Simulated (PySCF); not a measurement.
# Structure from NMR data

The spectra below were simulated for a compound C4H14Si3.

¹H NMR (300 MHz, computed): δ 3.92 (s, 9H), 0.80 (m, 1H), 0.57 (m, 2H), 0.51 (m, 2H).

¹³C{¹H} NMR (computed): δ 16.0 (CH), 5.6 (CH2), -3.6 (C).

PySCF 2.14 calculation with shieldings: GIAO PBE0/pcSseg-1 and GFN2-xTB geometry; one averaged value for each set of equivalent atoms, in vacuum, non-relativistic Hamiltonian, a single conformation.

Referencing at the same level of theory: TMS for ¹H, ¹³C.

Choose the structure that fits.
A. C[SiH2]C/C([SiH3])=C\[SiH3]
B. C[SiH2]C/C=C/[SiH2][SiH3]
C. CC1(C)C[Si@@H]([SiH3])[SiH2]1
D. C/C=C\[SiH2][Si@H](C)[SiH3]
E. [SiH3]C([SiH3])([SiH3])C1CC1

Results:

E. 

1. Rings plus π bonds: 1 (1 ring in the answer).
2. 3 carbon signals for 4 carbons: some carbons are equivalent by symmetry or fast rotation.
3. Carbon types of the structure: 1 × C, 1 × CH, 2 × CH2, leaving 9 H on heteroatoms.
4. δC 16.0, 5.6: three-membered-ring carbon; carbons of three-membered rings are unusually shielded.
5. δC -3.6: fully substituted sp3 carbon bonded to 3 Si; an electropositive neighbour leaves it electron-rich and shielded.
6. δH 3.92: hydrogen on a silicon bonded to C.
7. δH 0.80, 0.57, 0.51: hydrogen on a three-membered-ring carbon; cyclopropane-type protons are shielded by the ring.

The others: C[SiH2]C/C=C/[SiH2][SiH3] would give 4 carbon signals, not 3; CC1(C)C[Si@@H]([SiH3])[SiH2]1 would give 4 carbon signals, not 3; C/C=C\[SiH2][Si@H](C)[SiH3] would give 4 carbon signals, not 3; C[SiH2]C/C([SiH3])=C\[SiH3] would give 4 carbon signals, not 3.

Shifts are as computed. Against solution values, carbons near 30 ppm lie about +3 ppm off and those near 130 ppm about +5 ppm. Of 1211 compounds with measured shifts, 218 miss one by over three times the rms of a fit or turn the order of signals round; such compounds aren't used in these exercises. Multiplicities follow the n + 1 count of equivalent neighbours, as no J values were calculated; m marks all less simple cases, F and P coupling included.
